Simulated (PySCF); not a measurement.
Isomers of C10H12, from PBE0-D3(BJ)/def2-SVP geometry optimisation, gas phase in PySCF 2.14.0. One conformer each, no zero-point energy, no frequencies.

**Question.** Which isomer lies lowest at this level?
A. `C#C[C@@H]1C[C@H]2C=C[C@@H]1CC2`: A = 2483, B = 1146, C = 1139 MHz, dipole 0.62 D
B. `[CH3:1][CH2:2][c:3]1[cH:4][cH:5][c:6]2[c:7]([cH:8]1)[C@H:9]2[CH3:10]` with C1–C2–C3–C4 -91°: A = 3446, B = 765.8, C = 679.4 MHz, dipole 0.27 D
C. `[CH3:1][C:2]([CH3:3])=[CH:4][c:5]1[cH:6][cH:7][cH:8][cH:9][cH:10]1` with C2–C4–C5–C6 -143°: A = 3377, B = 746.0, C = 641.4 MHz, dipole 0.73 D

**Answer.** C. That is (2-methylpropenyl)benzene (`CC(C)=Cc1ccccc1`), 44.5 kcal/mol below the next.

| SMILES | mapped SMILES | E (Eh) | relative (kcal/mol) | relative (kJ/mol) | dipole (D) |
| --- | --- | --- | --- | --- | --- |
| CC(C)=Cc1ccccc1 | [CH3:1][C:2]([CH3:3])=[CH:4][c:5]1[cH:6][cH:7][cH:8][cH:9][cH:10]1 | -387.55384 | 0.0 | 0.0 | 0.73 |
| CCc1ccc2c(c1)[C@H]2C | [CH3:1][CH2:2][c:3]1[cH:4][cH:5][c:6]2[c:7]([cH:8]1)[C@H:9]2[CH3:10] | -387.48290 | 44.5 | 186.2 | 0.27 |
| C#C[C@@H]1C[C@H]2C=C[C@@H]1CC2 | [CH:1]#[C:2][C@@H:3]1[CH2:4][C@H:5]2[CH:6]=[CH:7][C@@H:8]1[CH2:9][CH2:10]2 | -387.48018 | 46.2 | 193.4 | 0.62 |

As drawn, the lowest has an aromatic ring, which the highest lacks; the highest has a C≡C bond, which the lowest lacks.
